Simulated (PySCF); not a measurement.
## Ionisation energy of Fe²⁺ by level of theory

Fe²⁺ [Ar] 3d6 (5D) → Fe³⁺ [Ar] 3d5 (6S), as a difference of total energies. All numbers are calculated (PySCF 2.14, scalar relativity by spin-free X2C-1e, in aug-cc-pVDZ-DK (7s6p4d2f, 59 functions)). Correlated levels: valence: [Ar] frozen. The calculations carry no spin-orbit coupling.

```
           method  ionisation energy (eV)
              UHF                  28.466
           M06-2X                  30.755
             MN15                  31.153
    MP2 (valence)                  29.855
SCS-MP2 (valence)                  29.898
```

Task: How much does correlation contribute at MP2 (valence)?

Result: 29.855 − (28.466) = 1.389 eV, measured against UHF.

The reference lies between the lowest fine-structure levels, while these numbers refer to the centres of the terms.

Errors of the correlated levels include the incompleteness of this basis and the frozen core.

For comparison: 30.651 ± 0.012 eV (measured; NIST Atomic Spectra Database, ionization energies).
